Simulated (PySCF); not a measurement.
Ligand exchange on a metal centre used in film growth or etching (Zr F-H). All species are isolated molecules in the gas phase. In the def2 sets, heavy atoms carry core potentials. All members: neutral, multiplicity 1. Level: TPSSh-D3(BJ)/def2-TZVP // BP86-D3(BJ)/def2-SVP (PySCF), beside PBE-D3(BJ)/def2-TZVP // BP86-D3(BJ)/def2-SVP (PySCF) at the same geometries.  Orbital energies are measured against the vacuum level.

| species | HOMO, PBE (eV) | HOMO, TPSSh-D3(BJ) (eV) |
|---|---|---|
| [Zr(F)4] | -10.14 | -11.06 |
| [Zr(F)3(H)] | -7.66 | withheld |
| [Zr(F)2(H)2] | -7.33 | -8.10 |
| [Zr(F)(H)3] | -7.25 | -8.01 |
| [Zr(H)4] | -7.20 | -7.96 |

Task: Fit y = a + b·x, y being the HOMO at the first level, to the 4 complete rows by least squares, with x = the PBE value in eV. Give a, b and the rms residual, and predict the withheld value.

Result: Means of the 4 rows: x̄ = -7.98, ȳ = -8.7825 eV. Σ(x − x̄)² = 6.2294 and Σ(x − x̄)(y − ȳ) = 6.5685, so b = 1.054 and a = ȳ − b·x̄ = -0.372 eV. The rms residual is 0.002 eV. At x = -7.66 the line gives -8.45 eV. The run for [Zr(F)3(H)] gave -8.40 eV, so the line is off by 0.05 eV, more than twice the rms residual.

Codes: PySCF.
